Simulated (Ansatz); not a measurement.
GeH4NS, SMILES `[NH2][GeH2][S]` radical, relaxed with UKS PBE0-D4/def2-TZVP in Ansatz 0.2.0 from a PBE-D4/def2-SVP geometry. The force threshold is 0.005 eV/Å; the program also tests the step.

The species carries charge 0 and has multiplicity 2.

Start:

```xyz
7

N    -0.433   -1.112   -0.258
Ge    0.379    0.520    0.066
S    -0.318    2.029   -1.394
H    -0.104   -1.861    0.365
H    -1.457   -1.072   -0.195
H     1.908    0.265   -0.005
H     0.025    1.231    1.420
```

**Question.** How much energy does the relaxation release, and in how many steps? (An estimate is asked.)

**Answer.** The calculation gave: 0.57 kcal/mol, in 7 steps, 1 of them rejected.

**Question.** Which bonds change most? (Best estimate.)

**Answer.** Ansatz gave: Ge2–H7 from 1.570 to 1.549 Å; N1–Ge2 from 1.851 to 1.831 Å; N1–H4 from 1.028 to 1.011 Å; N1–H5 from 1.027 to 1.010 Å.

**Question.** Give the relaxed structure. (An estimate is asked.)

**Answer.** Computed: 
```xyz
7

N    -0.448   -1.078   -0.235
Ge    0.377    0.524    0.088
S    -0.299    1.989   -1.416
H    -0.077   -1.859    0.288
H    -1.454   -1.063   -0.151
H     1.888    0.262    0.005
H     0.013    1.225    1.420
```
